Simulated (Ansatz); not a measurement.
Born–Oppenheimer molecular dynamics of C3H6BCl (11 atoms, charge 0, multiplicity 1). It starts from a relaxed structure.

Method: RKS PBE0-D4/STO-3G in Ansatz 0.2.0.

```yaml
ensemble: NVT, Nosé–Hoover chain
time_step: 0.5 fs
steps_asked: 266
set_temperature: 400 K
thermostat: time constant 100 fs, chain length 3
seed: 917348
```

First frame:

```xyz
11
Properties=species:S:1:pos:R:3
Cl -1.776 2.232 0.782
C -0.200 1.667 0.017
B 0.004 0.133 -0.007
C -0.441 -1.294 0.307
C 0.901 -1.043 -0.407
H -0.181 2.085 -1.006
H 0.615 2.161 0.577
H -1.247 -1.754 -0.272
H -0.407 -1.660 1.337
H 1.819 -1.247 0.151
H 0.978 -1.338 -1.458
```

Problem. How far do the bonds stretch over the last three quarters of this one trajectory? (Pairs bonded in most of those frames.)

Solution. 
| bond | mean (Å) | spread (Å) | shortest | longest |
| --- | --- | --- | --- | --- |
| Cl1–C2 | 1.840 | 0.048 | 1.77 | 1.93 |
| C2–B3 | 1.550 | 0.019 | 1.51 | 1.59 |
| C2–H6 | 1.107 | 0.033 | 1.05 | 1.15 |
| C2–H7 | 1.110 | 0.036 | 1.05 | 1.17 |
| B3–C4 | 1.529 | 0.024 | 1.48 | 1.57 |
| B3–C5 | 1.534 | 0.021 | 1.49 | 1.58 |
| C4–C5 | 1.543 | 0.022 | 1.50 | 1.58 |
| C4–H8 | 1.102 | 0.048 | 1.02 | 1.18 |
| C4–H9 | 1.100 | 0.041 | 1.03 | 1.17 |
| C5–H10 | 1.096 | 0.021 | 1.05 | 1.14 |
| C5–H11 | 1.097 | 0.031 | 1.04 | 1.15 |

Mean temperature of the second half: 251 K. The conserved energy stayed within 0.77 meV per atom of its start (net change 0.24 meV per atom), so the integration is sound. The mean temperature of the second half is 37 % below the set value. A run of 0.13 ps of so small a system gives no equilibrium averages. Limits of this set-up: minimal basis.

Run time: 6.7 min on 1 thread of Arm Neoverse V1 (shared host), peak memory 0.086 GiB.
